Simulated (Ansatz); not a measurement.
Isolated molecules relaxed with PBE0-D4/def2-TZVP in Ansatz; ΔE leaves out vibrations. CBS: MP2 limit from def2 TZ/QZ plus the TZ coupled-cluster correction, frozen cores. This one scheme is used for every species. DFT in def2-TZVPP. B3LYP here is the variant with VWN-RPA as its local correlation; programs differ in this. Each species was taken in one conformer, which may not be the lowest.

Reaction (ligand exchange at the Si–C bond): `[SiH3]/C=C/C[SiH3]` + `C=CS` → `C=CS[SiH3]` + `C=CC[SiH3]`

| level | ΔE (kcal/mol) | difference from CCSD(T)/CBS |
| --- | --- | --- |
| PBE-D4 | -11.8 | 0.4 |
| r2SCAN-D4 | -11.9 | 0.3 |
| PBE0-D4 | -12.1 | 0.1 |
| B3LYP-D4 | -11.7 | 0.5 |
| ωB97X-V | -11.8 | 0.4 |
| ωB97M-V | -11.8 | 0.4 |
| PBE0 | -12.1 | 0.1 |
| B3LYP | -11.5 | 0.7 |
| HF/def2-TZVPP | -12.2 | 0.0 |
| MP2/def2-TZVPP | -12.3 | -0.1 |
| SCS-MP2/def2-TZVPP | -12.0 | 0.2 |
| CCSD/def2-TZVPP | -11.6 | 0.6 |
| HF/def2-QZVPP | -12.1 | 0.1 |
| SCS-MP2/def2-QZVPP | -12.3 | -0.1 |
| HF/CBS(def2) | -12.1 | 0.1 |
| MP2/CBS(def2) | -12.9 | -0.7 |
| CCSD(T)/CBS | -12.2 | 0 |

Largest T1 diagnostic among the species: 0.012.
